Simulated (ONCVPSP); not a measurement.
## What one change does to a pseudopotential (caesium (Cs), ONCV)

ONCVPSP 4.0.1 input, shortened (lines: element, Z, core and valence counts, functional; n l f; lmax; l rc ep ncon nbas qcut; lloc lpopt rc5 dvloc0; l nproj debl; icmod fcfact rcfact), PBE, fully relativistic:

```
  Cs 55.00    9    3        4      upf
    1    0    2.00
    2    0    2.00
    2    1    6.00
    3    0    2.00
    3    1    6.00
    3    2   10.00
    4    0    2.00
    4    1    6.00
    4    2   10.00
    5    0    2.00
    5    1    6.00
    6    0    1.00
    2
    0    2.55    0.00    4    7    3.70
    1    3.05    0.00    3    6    3.70
    2    2.55    0.11    4    9    4.10
    2    5    2.55    0.00
    0    3    3.50
    1    1    0.80
    2    0    2.10
    1    0.70    0.00
```

Open shells are filled in proportion to 2j + 1.

In the d channel the program set the typed energies aside and used 0.050 Ha (j = l + 1/2; the other j can differ).

Change: all radii but the core radius scaled by about 0.96 (s 2.44, p 2.92, d 2.44 bohr).

Cutoffs: the cutoffs (Ha) at which the residual kinetic energy of the hardest occupied pseudo-wave falls to 1 and 0.1 mHa per electron; they do not see the model core or the augmentation charge, which bear on the density cutoff. Errors are all-electron minus pseudo energies relative to the spin-unpolarised reference configuration.

Task: Predict the effect on cutoff, ghosts and configuration errors.

Result: The potential gets harder (5.9 Ha and 13 Ha → 6.6 Ha and 18 Ha); of the 4 tests that both files solve, the error grows in 0 and shrinks in 1 by more than 15 % and 0.3 meV (median size 1.5 → 1.3 meV); neither file shows a bound ghost. A smaller radius makes the pseudo-wave follow the all-electron one further in, where it bends more sharply, so more plane waves are needed.

```tsv
quantity	base	changed
cutoff, loose	5.9 Ha	6.6 Ha
cutoff, tight	13 Ha	18 Ha
loose cutoff by channel	s 5.9 Ha, p 4.2 Ha	s 6.6 Ha, p 4.2 Ha
bound ghosts	none	none
GHOST(+) flags under 300 eV	s at 189.6 eV	s at 205.5 eV
error for 5s2 5p6 6s0, meV [ΔE 3.86 eV]	0.0	0.0
error for 5s2 5p6 6s0.5, meV [ΔE 1.47 eV]	0.0	0.0
error for 5s2 5p6 6s0 6p1, meV [ΔE 1.37 eV]	+21	+20
error for 5s2 5p5 6s1, meV [ΔE 17.91 eV]	-3.0	-2.5
rms error of d²Exc/dni dnj with the model core, mHa	1.98	2.06
```

Base: The cutoffs count occupied waves only; projector 3 of the s channel, the hardest unoccupied one, needs 26 Ha at the loose tolerance. These tests converged, but a pseudo level misses the all-electron one widely, so the file describes the atom poorly there or has found another state: 5s2 5p6 6s0 6p1: empty 6s by 2.9 eV. Changed file: The cutoffs count occupied waves only; projector 3 of the s channel, the hardest unoccupied one, needs 26 Ha at the loose tolerance. These tests converged, but a pseudo level misses the all-electron one widely, so the file describes the atom poorly there or has found another state: 5s2 5p6 6s0 6p1: empty 6s by 2.9 eV.
